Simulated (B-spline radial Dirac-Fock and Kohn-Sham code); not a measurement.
Z = 19 (potassium), transition energy 90.5 keV. Level of theory: a Dirac-Hartree-Slater potential of the neutral atom with a Latter tail (no hole, which puts coefficients of high multipoles low close above an edge), finite nucleus with surface currents; a radial finite-basis atomic code. Subshells that would emit electrons below 1 keV are left out.

Problem. A pure transition shows α(K) = 1.69, L1/L2 = 14.3 and L1/L3 = 11.6. What is its multipolarity?
A. M1
B. E3
C. M4
D. E1
E. E4
F. M2
G. E2
H. M3

Solution. H. For comparison, α(K), L1/L2, L1/L3 are E1 0.0248, 76.5, 41.5; E2 0.334, 24.9, 15.6; E3 3.76, 8.74, 5.90; E4 40.3, 3.94, 2.75; M1 0.0132, 48.9, 94.8; M2 0.151, 24.0, 33.9; M4 19.1, 9.66, 5.52.

Values without a named source are computed, but for edge energies of neutral atoms, which are taken from tables.
